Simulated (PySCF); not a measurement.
# State search for TlO

Unrestricted PBE0; PySCF, spin-free X2C with a Gaussian nucleus, basis sets Tl x2c-TZVPPall, O x2c-TZVPPall. Outer shells of the fragments: Tl 5d10 6s2 6p1; O 2s2 2p4.

Followed along the bond (rough minima from three points):

| 2Ms+1 | unpaired | ⟨S²⟩ at the start | R at minimum (Å) | Te (eV) |
| --- | --- | --- | --- | --- |
| 2 | π ↑ | 0.76 | 2.18 | 0.00 |
| 2 | σ ↑ | 0.76 | 2.03 | 0.13 |
| 4 | σ ↑, π ↑↑ | 3.76 | none in the scan | ≤ 3.20 |

Solutions found at the starting distance of 2.030 Å, counted from the lowest of them; the search is not exhaustive and high or unbound solutions are not listed, so other states can lie among these:

```tsv
2Ms+1	unpaired	term	E (eV)	⟨S²⟩	⟨Lz²⟩	μ (D)
2	σ ↑	mixed	0.00	0.76	0.66	-4.40
2	π ↑	mixed	0.02	0.76	1.68	-2.69
4	σ ↑, π ↑↑	mixed	3.41	3.76	2.67	-0.77
4	σ ↑, π ↑↑	mixed	3.55	3.76	2.67	-0.68
2	σ ↑, π ↑↓	mixed	3.82	1.77	2.67	-0.37
4	π ↑↑↑	mixed	4.86	3.76	1.67	2.38
4	σ ↑↑, π ↑	mixed	5.22	3.76	1.67	0.52
4	σ ↑↑, π ↑	mixed	6.74	3.76	1.67	-3.46
4	σ ↑↑↑	mixed	8.97	3.76	0.66	-2.10
```

A term symbol is given only where ⟨S²⟩ and ⟨Lz²⟩ are close to those of a pure state; real π, δ and φ orbitals otherwise mix terms. A positive dipole means Tl(−)O(+).

Task: Compare the gap between the two lowest followed solutions at the starting distance with the gap between their minima.

Result: At PBE0 the second solution (doublet, unpaired electrons σ ↑) lies -0.02 eV from the first (doublet, unpaired electrons π ↑) at 2.030 Å and +0.13 eV at the minima; the two curves relax by different amounts, since their minima lie near 2.03 and 2.18 Å.

These are scalar-relativistic numbers at best; spin–orbit coupling would shift them, the dissociation energy most. Counting both spins, an empty level lies below a filled one in some of these solutions, because spin and occupation are held.
